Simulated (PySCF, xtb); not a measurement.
C4H6OSe, SMILES C=C=COC[SeH].

Geometry: B3LYP-D3(BJ)/def2-SVP. This is a generated structure with no PubChem entry under its InChIKey; it may be hypothetical. One conformer was computed; it need not be the lowest.

Calculation: IEF-PCM-ωB97X/def2-SVP in PySCF.

The values are the electrostatic part of the solvation free energy, E(continuum) − E(gas) at the gas-phase geometry, in a cavity of scaled van der Waals radii (PySCF's table); cavitation and dispersion terms are not included. In vacuum the orbital gap is 10.93 eV. The dipole moment in vacuum is 0.63 D.

Q: Estimate the values in water (ε = 78.36), acetonitrile (ε = 35.69), diethylether (ε = 4.24). (The exact figures need the calculation; the answer reports its results.)

A: 
```tsv
solvent	ε	ΔG(elec) (kcal/mol)	dipole (D)	gap (eV)
water	78.36	-5.4	0.89	11.00
acetonitrile	35.69	-5.2	0.88	11.00
diethylether	4.24	-3.5	0.78	10.98
```

For comparison, GFN2-xTB/ALPB(water) (xtb, at the GFN2-xTB geometry, all terms of that model) gives -2.8 kcal/mol.
